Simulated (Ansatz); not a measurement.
Ansatz (a quantum-chemistry and plane-wave program) input (B3LYP-D3(BJ)/def2-TZVP):

Ansatz 0.2 input:
```yaml
crystal:
  periodic: [false, false, false]
  atoms:
    - {symbol: C, position_ang: [-0.95698884, -0.04868791, -0.02686221]}
    - {symbol: Si, position_ang: [0.87172850, 0.03379707, 0.01790847]}
    - {symbol: H, position_ang: [-1.58435343, 0.83732828, -0.07411586]}
    - {symbol: H, position_ang: [-1.50493070, -0.98687407, -0.01022981]}
    - {symbol: H, position_ang: [1.65145385, -1.19185464, 0.08145573]}
    - {symbol: H, position_ang: [1.53716759, 1.32628157, -0.00942665]}
basis:
  gaussian:
    orbitals: def2-TZVP
hamiltonian:
  xc: b3lyp
  dispersion: d3bj
total_charge: 1
magnetization: {spin_polarized: true, initial_magnetization: 1}
relax: {f_tol: 0.002, max_steps: 150}
```

Output:

```
Functional definition: B3LYP
integrals: 0.02 GiB planned
617 factors; their error is unknown
mean field: 0.27 GiB planned
mean field evaluation 1: about -8963.0354 eV, gradient 4.0e1 eV
mean field evaluation 2: about -8955.2865 eV, gradient 4.8e1 eV
mean field evaluation 4: about -8970.7757 eV, gradient 1.4e0 eV
mean field evaluation 8: about -8970.8014 eV, gradient 3.7e-2 eV
mean field -8970.80140135 eV, -329.6708708720 hartree, gradient 1.5e-5 eV, S^2 0.752446; 0 other end points of the search recorded, 0 dependent functions left out
the calculation of the forces begins
reference -8970.80162513 eV, -329.6708790957 hartree; 12, 11 occupied and 80, 81 virtual orbitals, 617 factors
relax step   1: F+E_penalty+E_count = -8970.96080806 eV  Δ(F+E_penalty+E_count) = +0.000e0 eV  max|allowed force component| = 1.040e0 eV/Å  Δτ_max = 0.0000 Å  (27 SCF iters, accepted)
these checks for a lower state are left out or cut short: starts, cluster_reference, orbital_swaps, neighbouring_geometries, increment
integrals: 0.02 GiB planned
617 factors; their error is unknown
mean field: 0.27 GiB planned
mean field evaluation 16: about -8970.7996 eV, gradient 9.2e-1 eV
mean field -8970.81989869 eV, -329.6715506367 hartree, gradient 7.5e-6 eV, S^2 0.752428; 0 other end points of the search recorded, 0 dependent functions left out
the calculation of the forces begins
reference -8970.82012215 eV, -329.6715588486 hartree; 12, 11 occupied and 80, 81 virtual orbitals, 617 factors
relax step   2: F+E_penalty+E_count = -8970.97994626 eV  Δ(F+E_penalty+E_count) = -1.914e-2 eV  max|allowed force component| = 4.010e-1 eV/Å  Δτ_max = 0.0232 Å  (32 SCF iters, accepted)
these checks for a lower state are left out or cut short: starts, cluster_reference, orbital_swaps, neighbouring_geometries, increment
integrals: 0.02 GiB planned
617 factors; their error is unknown
mean field: 0.27 GiB planned
mean field -8970.81817769 eV, -329.6714873911 hartree, gradient 1.7e-5 eV, S^2 0.752429; 0 other end points of the search recorded, 0 dependent functions left out
the calculation of the forces begins
reference -8970.81840113 eV, -329.6714956023 hartree; 12, 11 occupied and 80, 81 virtual orbitals, 617 factors
relax step   3: F+E_penalty+E_count = -8970.97853494 eV  Δ(F+E_penalty+E_count) = +1.411e-3 eV  max|allowed force component| = 2.312e-1 eV/Å  Δτ_max = 0.0293 Å  (31 SCF iters, rejected (line search))
these checks for a lower state are left out or cut short: starts, cluster_reference, orbital_swaps, neighbouring_geometries, increment
integrals: 0.02 GiB planned
617 factors; their error is unknown
mean field: 0.27 GiB planned
mean field evaluation 32: about -8970.8221 eV, gradient 1.7e-1 eV
mean field -8970.82221611 eV, -329.6716358005 hartree, gradient 7.0e-6 eV, S^2 0.752419; 0 other end points of the search recorded, 0 dependent functions left out
the calculation of the forces begins
reference -8970.82243941 eV, -329.6716440065 hartree; 12, 11 occupied and 80, 81 virtual orbitals, 617 factors
relax step   4: F+E_penalty+E_count = -8970.98252817 eV  Δ(F+E_penalty+E_count) = -2.582e-3 eV  max|allowed force component| = 4.521e-3 eV/Å  Δτ_max = 0.0090 Å  (32 SCF iters, accepted)
these checks for a lower state are left out or cut short: starts, cluster_reference, orbital_swaps, neighbouring_geometries, increment
integrals: 0.02 GiB planned
617 factors; their error is unknown
mean field: 0.27 GiB planned
mean field -8970.82221262 eV, -329.6716356719 hartree, gradient 4.4e-5 eV, S^2 0.752419; 0 other end points of the search recorded, 0 dependent functions left out
the calculation of the forces begins
reference -8970.82243591 eV, -329.6716438778 hartree; 12, 11 occupied and 80, 81 virtual orbitals, 617 factors
relax step   5: F+E_penalty+E_count = -8970.98252904 eV  Δ(F+E_penalty+E_count) = -8.668e-7 eV  max|allowed force component| = 2.960e-4 eV/Å  Δτ_max = 0.0004 Å  (19 SCF iters, accepted)
integrals: 0.02 GiB planned
617 factors; their error is unknown
mean field: 0.27 GiB planned
mean field -8970.82221262 eV, -329.6716356719 hartree, gradient 4.4e-5 eV, S^2 0.752419; 1 other end points of the search recorded, 0 dependent functions left out
the calculation of the forces begins
reference -8970.82243591 eV, -329.6716438778 hartree; 12, 11 occupied and 80, 81 virtual orbitals, 617 factors
Total energy: -8970.98275233 eV, -329.6775353977 hartree
Atom 0 at    -0.943211    -0.047886    -0.027019 Å, force     0.000267     0.000020    -0.000003 eV/Å
Atom 1 at     0.849586     0.033412     0.017482 Å, force    -0.000151    -0.000016     0.000040 eV/Å
Atom 2 at    -1.558012     0.845838    -0.074115 Å, force    -0.000192     0.000270    -0.000018 eV/Å
Atom 3 at    -1.476257    -0.993644    -0.008417 Å, force    -0.000125    -0.000296     0.000008 eV/Å
Atom 4 at     1.627601    -1.206836     0.080873 Å, force     0.000084    -0.000120    -0.000010 eV/Å
Atom 5 at     1.514370     1.339106    -0.010074 Å, force     0.000118     0.000142    -0.000016 eV/Å
Dipole moment:     0.039114     0.001771     0.000968 e Å
```
